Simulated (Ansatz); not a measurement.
F2Sn, charge -1, doublet, at a GFN2-xTB geometry (such geometries of metal compounds can be far from the true shape) (a state made from the parent by changing its charge; the spin is typed, not shown lowest) (all electrons, no relativity) (a gas-phase anion, which may not be bound at this level); Ansatz (an electronic-structure program) with LC-WPBE/STO-3G.

Here is a job for Ansatz.
Ansatz 0.2 input:
```yaml
crystal:
  periodic: [false, false, false]
  atoms:
    - {symbol: Sn, position_ang: [0.01391959, -0.00751882, 0.33026563]}
    - {symbol: F, position_ang: [0.87048971, 1.67444647, -0.91807744]}
    - {symbol: F, position_ang: [-0.94782076, -1.63267523, -0.91673164]}
basis:
  gaussian:
    orbitals: STO-3G
hamiltonian:
  xc: lc_wpbe
total_charge: -1
magnetization: {spin_polarized: true, initial_magnetization: 1}
```

It wrote (shortened):

```
Functional definition: LC-wPBE
495 factors; integrals over basis functions are off by at most 2.7e-5 eV
105 factors; integrals over basis functions are off by at most 1.3e-6 eV
mean field evaluation 1: about -167652.7728 eV, gradient 3.7e0 eV
mean field evaluation 2: about -167652.9375 eV, gradient 2.2e0 eV
mean field evaluation 4: about -167653.0183 eV, gradient 3.8e-1 eV
mean field evaluation 8: about -167652.9829 eV, gradient 5.1e-2 eV
mean field evaluation 16: about -167652.9831 eV, gradient 5.0e-5 eV
mean field -167652.98312854 eV, -6161.1334907003 hartree, gradient 5.0e-5 eV, S^2 0.755389; 0 other end points of the search recorded, 0 dependent functions left out
reference -167652.98312854 eV, -6161.1334907004 hartree; 35, 34 occupied and 2, 3 virtual orbitals, 495 factors
Total energy: -167652.98312854 eV, -6161.1334907004 hartree
```
